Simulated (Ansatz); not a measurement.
Molecule: GeF3 (charge +1, singlet). 
Structure (B3LYP-D3(BJ)/def2-TZVP (Ansatz, a program for electronic structure) minimum search):
```xyz
4

F     -1.0939    -1.2470     0.0058
Ge     0.0000     0.0000     0.0000
F      1.6266    -0.3237    -0.0351
F     -0.5327     1.5707     0.0293
```
Charge +1, spin multiplicity 1.

Basis-set convergence of Hartree-Fock and CCSD(T) correlation energies (hartree) with Ansatz. Valence correlation only, unless marked. Spin-orbit coupling is left out. Frozen are the shells of the preceding noble gas and the d and f shells that filled before the atom's block. Non-relativistic.

```tsv
basis	functions	E(HF)	E(corr, CCSD(T))
aug-cc-pVDZ	105	-2373.41267	-0.71969
aug-cc-pVTZ	197	(withheld)	(withheld)
```

Problem. Complete the blanks.

Solution. 
- aug-cc-pVTZ, E(HF): -2373.57815
- aug-cc-pVTZ, E(corr, CCSD(T)): -0.89712
